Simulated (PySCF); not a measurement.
MoF₅⁺ (singlet). All numbers come from PySCF, PBE0, basis Mo def2-SVP with ECP28, F def2-SVP (scalar-relativistic core potentials, no spin–orbit coupling, density fitting).

Harmonic bands of its minimum:

```json
{"ω (cm⁻¹)": "96", "IR (km/mol, summed over degenerate members)": "8.9", "degeneracy": "2"}
{"ω (cm⁻¹)": "231", "IR (km/mol, summed over degenerate members)": "43.2", "degeneracy": "2"}
{"ω (cm⁻¹)": "287", "IR (km/mol, summed over degenerate members)": "22.4", "degeneracy": "1"}
{"ω (cm⁻¹)": "327", "IR (km/mol, summed over degenerate members)": "0.0", "degeneracy": "2"}
{"ω (cm⁻¹)": "737", "IR (km/mol, summed over degenerate members)": "0.0", "degeneracy": "1"}
{"ω (cm⁻¹)": "811", "IR (km/mol, summed over degenerate members)": "0.0", "degeneracy": "1"}
{"ω (cm⁻¹)": "831", "IR (km/mol, summed over degenerate members)": "269", "degeneracy": "1"}
{"ω (cm⁻¹)": "850", "IR (km/mol, summed over degenerate members)": "326", "degeneracy": "2"}
```

Question: The central atom is Mo. Infer the point group and assign the bands.

Answer: D3h. The modes span 3e' + 2a2'' + e'' + 2a1': 96 e', 231 e', 287 a2'', 327 e'', 737 a1', 811 a1', 831 a2'', 850 e'. The computed geometry has Mo–F 1.759 Å (×3), Mo–F 1.788 Å (×2); F–Mo–F 90.0° (×6), F–Mo–F 120.0° (×3), F–Mo–F 180.0°.

Stability towards spin polarisation was not tested. This need not be the most stable arrangement of these atoms.
